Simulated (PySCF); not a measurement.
CdGeH4S, SMILES [SH][Cd][GeH3]. Atoms are numbered in the order given.

```xyz
7

Cd     0.1486     0.2485    -0.4105
S      0.8921     1.4474    -2.3421
H      2.0483     1.8304    -1.7479
Ge    -0.6552    -1.0308     1.6444
H     -0.6909    -2.5547     1.3892
H      0.2817    -0.7845     2.8493
H     -2.0768    -0.5948     2.0660
```

Geometry: B3LYP-D3(BJ)/def2-SVP. The structure was generated by enumeration; whether it is a known compound was not checked. The def2 effective core potentials stand for the cores of Cd; spin–orbit coupling is left out. Other conformers were not sampled.

All values below come from PySCF with IEF-PCM-M06-2X/def2-SVP.

The values are the electrostatic part of the solvation free energy, E(continuum) − E(gas) at the gas-phase geometry, in a cavity of scaled van der Waals radii (PySCF's table); cavitation and dispersion terms are not included. A continuum can't describe solvent molecules that bind to the metal. In vacuum the orbital gap is 7.32 eV. The dipole moment in vacuum is 1.54 D.

```csv
solvent,ε,ΔG(elec) (kcal/mol),dipole (D),gap (eV)
water,78.36,-12.7,1.86,8.11
acetone,20.49,-11.8,1.85,8.07
diethylether,4.24,-8.2,1.79,7.87
```
